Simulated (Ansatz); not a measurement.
Total energies of `CC1CCCCC1`.

```csv
atom,x (Å),y (Å),z (Å)
C1,-0.5786,1.9635,0.1068
C2,0.2942,0.8990,0.7598
C3,1.3733,0.3740,-0.1897
C4,0.8075,-0.5094,-1.2947
C5,-0.0029,-1.6617,-0.7166
C6,-1.1019,-1.1536,0.2067
C7,-0.5302,-0.2683,1.3072
H8,-1.1270,1.5795,-0.7562
H9,0.0277,2.8049,-0.2394
H10,-1.3148,2.3515,0.8157
H11,0.8012,1.3737,1.6084
H12,1.9294,1.2131,-0.6206
H13,2.0957,-0.2126,0.3912
H14,0.1698,0.0850,-1.9591
H15,1.6219,-0.8925,-1.9169
H16,-0.4297,-2.2694,-1.5202
H17,0.6663,-2.3208,-0.1483
H18,-1.8381,-0.5923,-0.3802
H19,-1.6435,-1.9942,0.6507
H20,-1.3343,0.1119,1.9459
H21,0.1141,-0.8813,1.9495
```

The species carries charge 0 and has multiplicity 1. All single points use the PBE0-D4/def2-TZVP geometry. It is a higher conformer; a search finds a lower one. Basis def2-TZVPP, the Gaussian-basis code of Ansatz.

RPA on PBE orbitals: Hartree–Fock energy of these orbitals -273.27323 Eh, correlation -2.04054 Eh (frozen core).

```
functional  energy without D4 (Eh)  D4 term (kJ/mol)
   r2SCAN0              -275.09712             -15.3
   ωB97X-V              -275.22080                 –
```

Question: Give the same for LDA (SPW92), PBE, revPBE, BLYP, r2SCAN, B97M-V, PBE0, B3LYP, r2SCANh, HSE06 (plane-wave form), BHLYP, CAM-B3LYP, LC-ωPBE, ωB97M-V, B2PLYP, PBE-QIDH. (Best estimate.)

Answer: Ansatz gave: 
```csv
functional,energy without D4 (Eh),D4 term (kJ/mol)
LDA (SPW92),-272.67757,–
PBE,-274.89033,-49.9
revPBE,-275.19127,-166.0
BLYP,-275.10808,-109.9
r2SCAN,-275.11332,-13.4
B97M-V,-275.30251,–
PBE0,-274.94832,-42.1
B3LYP,-275.29793,-78.7
r2SCANh,-275.10632,-14.0
HSE06 (plane-wave form),-274.93049,-38.9
BHLYP,-275.10888,-54.2
CAM-B3LYP,-275.12307,-42.0
LC-ωPBE,-275.12577,–
ωB97M-V,-275.13287,–
B2PLYP,-275.01827,–
PBE-QIDH,-274.91769,–
```

B3LYP takes the VWN-RPA correlation (the form of Gaussian; ORCA's B3LYP/G). HSE06 is the plane-wave form, built on full-range PBE exchange. The double hybrids freeze the cores in their second-order part.

LC-ωPBE has ω = 0.4 bohr⁻¹.
